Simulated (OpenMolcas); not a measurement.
# Ta2+: moving or changing the point charges

Ta2+ among 8 point charges of -1.2 e arranged as a cube (Oh), 2.21 Å from the ion.

* Program: OpenMolcas
* Method: SS-CASPT2, IPEA 0.25 Eh, imaginary shift 0.1 Eh (closed shells correlated: 4f 5s 5p)
* Basis: ANO-RCC-VTZP [8s7p5d3f2g1h]
* Scalar Hamiltonian: DKH2, point nucleus
* Active space: 3 electrons in 5 orbitals (5d)
* State averaging: 2S+1 = 4 even, 10 roots; 2S+1 = 2 even, 40 roots
* Spin-orbit coupling: state interaction with AMFI integrals over the reference wave functions

Runs around this geometry, states (labels of O, the rotations of Oh). Energies in cm-1 above the lowest state or level, χT in cm3 K/mol; under a threefold ground state the first gap can be a small split of the lowest multiplet, not the spin-orbit step.

```tsv
R (Å)	q (e)	Ground state	First state of that spin	First gap with spin-orbit (degeneracies)	χT at 300 K	First state of another spin
2.21	-0.96	4T1	4T2 7670	1960 (4, 2)	0.279	2E 1890
2.21	-1.2	2E	2T2 8520	2810 (4, 2)	0.309	4T1 1080
2.37	-1.2	4T1	4T2 7180	1840 (4, 2)	0.265	2E 2760
```

The ground state changes within this set.

Roots that are degenerate in the reference are averaged as groups; the widest CASPT2 spread within a group is 580 cm-1 (the 3-fold group of multiplicity 2 near 9980 cm-1 above the lowest state of its run, R = 2.21, q = -1.2). Shifts and gaps below about the spread of the groups concerned are not significant. Free-ion shares, where given, are those of the reference states; single-state CASPT2 does not remix them. An orbital triplet at a regular site is open to Jahn-Teller coupling, which can distort the site and quench the lowest spin-orbit gaps and is left out (holds for R = 2.21, q = -0.96; R = 2.37, q = -1.2). This shell can be high or low spin here, a state of another spin lies low, and with metal d orbitals alone active their balance is uncertain, so the ground spin may be wrong (holds for R = 2.21, q = -0.96; R = 2.37, q = -1.2). Point charges give a weaker field than real ligands, and real ions of this kind are as a rule low spin; the high spin found here belongs to the model (holds for R = 2.21, q = -0.96; R = 2.37, q = -1.2). Spin-orbit coupling mixes the spin-free states strongly: the lowest level takes only 49 % from its leading state, 4T1, which lies 1080 cm-1 above the lowest spin-free state (holds for R = 2.21, q = -1.2). An orbital doublet at a regular site is open to a Jahn-Teller distortion, which this geometry leaves out (holds for R = 2.21, q = -1.2). This shell can be high or low spin here, a state of another spin lies low, and with metal d orbitals alone active their balance is uncertain, so the ground spin may be wrong, although the usual error favours high spin (holds for R = 2.21, q = -1.2). This is an electrostatic model: the charges have no orbitals. No measured value stands beside these numbers.
